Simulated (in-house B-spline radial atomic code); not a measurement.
# LDA VWN5 excitations of Te6+

Method: LDA VWN5. Computed with an all-electron radial atomic-structure program (B-spline basis): linear response of the closed shell [Kr] 4d10 with the functional's adiabatic kernel; scalar-relativistic (spin-free one-electron X2C), finite nucleus, no spin-orbit coupling, no double excitations, S, P, D and F terms only; shells from n = 2 respond. Only terms of natural parity with L up to 3 were computed.

Command:
```bash
python run_td.py task.json out
```
Settings (radii: box in bohr, nucleus in fm):
```
Z                        52
electrons                46
configuration            [Kr] 4d10
hamiltonian              x2c
method                   lda,vwn
box_radius               14.35
rms_radius               4.7423
intervals                70
```

Time taken, with all properties: 1.4 s on 1 thread of Intel(R) Xeon(R) Platinum 8375C CPU @ 2.90GHz (Ice Lake) (shared host).

The lowest states, in the order of their Tamm-Dancoff energies; the method's threshold (minus the highest occupied level) is 113.88 eV. Labels give the largest channel, * marks a mixed state, and oscillator strengths are full-response dipole values. Semilocal kernels can invert the small singlet-triplet splittings of Rydberg terms. Energies in eV:

```csv
state,full response,Tamm-Dancoff,oscillator strength
4d → 5s 3D,35.95,35.96,-
4d → 5s 1D,36.72,36.73,-
4d → 5p 3P,49.21,49.23,-
4d → 5p 3F,49.47,49.48,-
4d → 5p 1F,49.88,49.88,-
4d → 5p 1P,50.91,51.00,0.967
4d → 4f 3P,67.54,67.57,-
4d → 5d 3S,68.02,68.04,-
4d → 4f 3F,68.50,68.51,-
4d → 5d 3D,68.79,68.79,-
4d → 5d 1D,?,?,-
4d → 4f 1F,?,?,-
4d → 5d 1S,73.08,73.58,-
4d → 6s 3D,75.61,75.61,-
4d → 6s 1D,75.76,75.77,-
4d → 4f 1P,77.96,78.71,4.2
4d → 6p 3P,80.68,80.68,-
4d → 6p 3F,80.74,80.74,-
4d → 6p 1F,80.84,80.84,-
4d → 6p 1P,81.18,81.24,0.501
4d → 5f 3P,87.29,87.30,-
4d → 5f 3F,87.52,87.52,-
```

Question: Where does 4d → 5d 1D lie?

Answer: At 69.22 eV in full response, 69.23 eV in Tamm-Dancoff.

Question: Where does 4d → 4f 1F lie?

Answer: At 70.35 eV in full response, 70.40 eV in Tamm-Dancoff.

Question: How large is the singlet-triplet splitting of 4d → 5s (D terms) in Tamm-Dancoff?

Answer: 0.772 eV, from the unrounded values.

Question: What polarisabilities and dispersion coefficient does the method give?

Answer: Dipole 1.353 bohr³, quadrupole 1.935 bohr⁵, C6 4.176 hartree·bohr⁶ for two such species.
